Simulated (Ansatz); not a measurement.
Consider the cleavage of the Si–Al bond: `F[SiH](F)[AlH2]` + `C=N` → `C=N[SiH](F)F` + `[AlH3]`.

Gas-phase electronic energies from Ansatz, PBE0-D4/def2-TZVP geometries. CCSD(T)/CBS adds triple-zeta CCSD(T) − MP2 to the extrapolated MP2 energy (def2 sets, frozen cores). This one scheme is used for every species. Each species was taken in one conformer, which may not be the lowest.

| species | CCSD(T)/CBS(def2) energy (Eh) |
| --- | --- |
| `F[SiH](F)[AlH2]` | -732.58614 |
| `C=N` | -94.52360 |
| `C=N[SiH](F)F` | -583.35600 |
| `[AlH3]` | -243.78045 |

(1) Work out ΔE.

(2) What do rigid-rotor, harmonic-oscillator terms from PBE0-D4/def2-TZVP frequencies (298.15 K, 1 bar) make of the CCSD(T)/CBS value? (An estimate is asked.)

Largest T1 diagnostic among the species: 0.013.

Answers

(1) ΔE = (-583.35600) + (-243.78045) − (-732.58614) − (-94.52360) = -0.02671 Eh = -70.1 kJ/mol.

(2) The calculation gave: ΔZPE = -9.4 kJ/mol, ΔH = -80.7 kJ/mol, ΔS = -39 J/(mol·K), ΔG = -69.1 kJ/mol. Modes under 50 cm⁻¹ make the entropy rough.

From BLYP to BHLYP (50 % exact exchange), in def2-TZVPP and without D4, ΔE moves by −16.9 kJ/mol. In def2-TZVPP, CCSD(T) changes the Hartree–Fock value by +15.3 kJ/mol (the triples alone add +1.0 kJ/mol) and MP2 by +5.2 kJ/mol.
